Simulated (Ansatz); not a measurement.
Cartesian coordinates (Å):
```xyz
9

C      2.1023     0.1430    -0.8420
C      1.0813     0.3513    -0.2446
C     -0.1671     0.5804     0.4683
C     -1.2402    -0.4537     0.2462
O     -0.3083     1.5449     1.1856
H      3.0146    -0.0231    -1.3622
H     -2.1261    -0.1914     0.8200
H     -0.8737    -1.4382     0.5459
H     -1.4829    -0.5133    -0.8173
```
Charge 0, multiplicity 1.

All values below come from frozen-core CCSD(T)/cc-pVTZ // B3LYP-D3(BJ)/def2-TZVP in Ansatz (an electronic-structure program).

- HF energy: -228.67160 Ha
- MP2 correlation energy: -0.85613 Ha

Problem. Estimate the CCSD correlation energy, the (T) correction, the total energy and the T1 diagnostic.

Solution. 
The CCSD correlation energy is -0.87534 Ha. The (T) correction is -0.04274 Ha and the CCSD(T) total energy is -229.58969 Ha. The T1 diagnostic is 0.015.
